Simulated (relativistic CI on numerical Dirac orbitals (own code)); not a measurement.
## Ligand-field terms of d7

Computed with a parametric ligand-field model of a d^n configuration (Racah B and C, spin-orbit zeta, crystal field), exact diagonalisation.

Field parameters in Wybourne normalisation: D3d B²₀ = −7Dσ, B⁴₀ = −14Dq − 21Dτ, B⁴₃ = −14√(10/7) Dq; D4h B²₀ = −7Ds, B⁴₀ = 21(Dq − Dt), B⁴₄ = 21√(5/14) Dq. The field is a parameter set, without covalency.

(1) Ground term and bands for B = 910, C = 4560, ζ = 0 cm⁻¹, D3d, 10Dq = 38800, Dσ = 1200, Dτ = 200 cm⁻¹?

(2) Ground term and bands for B = 470, C = 1990, ζ = 0 cm⁻¹, D4h, 10Dq = 13900, Ds = -1500, Dt = 750 cm⁻¹?

(3) Ground term and bands for B = 1000, C = 4020, ζ = 0 cm⁻¹, D4h, 10Dq = 24000, Ds = -1500, Dt = 830 cm⁻¹?

(4) Ground term and bands for B = 960, C = 4680, ζ = 0 cm⁻¹, D4h, 10Dq = 11100, Ds = -1500, Dt = -80 cm⁻¹?

(5) Ground term and bands for B = 700, C = 2580, ζ = 0 cm⁻¹, D3d, 10Dq = 14800, Dσ = -860, Dτ = -50 cm⁻¹?

## Answers

(1) Ground term 2E with 1.03 electrons in the two orbitals of the cubic e set. Spin-allowed: 2E 34843 cm⁻¹ (287 nm), 2A1 36545 cm⁻¹ (274 nm), 2E 37318 cm⁻¹ (268 nm), 2A2 37380 cm⁻¹ (268 nm). Lowest spin-forbidden: 4E 16944 cm⁻¹ (590 nm), 4A2 21221 cm⁻¹ (471 nm), 4E 54524 cm⁻¹ (183 nm).

(2) Ground term 4E with 2.02 electrons in the two orbitals of the cubic e set. Spin-allowed: 4A2 6524 cm⁻¹ (1533 nm), 4B2 6885 cm⁻¹ (1452 nm), 4A2 12395 cm⁻¹ (807 nm), 4E 13321 cm⁻¹ (751 nm). Lowest spin-forbidden: 2B1 1525 cm⁻¹, 2A1 3501 cm⁻¹ (2857 nm), 2E 7997 cm⁻¹ (1250 nm).

(3) Ground term 4E with 2.03 electrons in the two orbitals of the cubic e set. Spin-allowed: 4A2 7637 cm⁻¹ (1309 nm), 4B2 15218 cm⁻¹ (657 nm), 4E 22436 cm⁻¹ (446 nm), 4A2 27398 cm⁻¹ (365 nm). Lowest spin-forbidden: 2B1 2169 cm⁻¹, 2A1 3764 cm⁻¹ (2656 nm), 2E 16799 cm⁻¹ (595 nm).

(4) Ground term 4E with 2.05 electrons in the two orbitals of the cubic e set. Spin-allowed: 4A2 3035 cm⁻¹ (3295 nm), 4E 10727 cm⁻¹ (932 nm), 4B2 11838 cm⁻¹ (845 nm), 4A2 19341 cm⁻¹ (517 nm). Lowest spin-forbidden: 2B1 8052 cm⁻¹ (1242 nm), 2A1 13646 cm⁻¹ (733 nm), 2E 18261 cm⁻¹ (548 nm).

(5) Ground term 2E with 1.05 electrons in the two orbitals of the cubic e set. Spin-allowed: 2A2 11787 cm⁻¹ (848 nm), 2E 12719 cm⁻¹ (786 nm), 2A1 13605 cm⁻¹ (735 nm), 2E 14025 cm⁻¹ (713 nm). Lowest spin-forbidden: 4A2 481 cm⁻¹, 4E 2549 cm⁻¹, 4A1 14274 cm⁻¹ (701 nm).
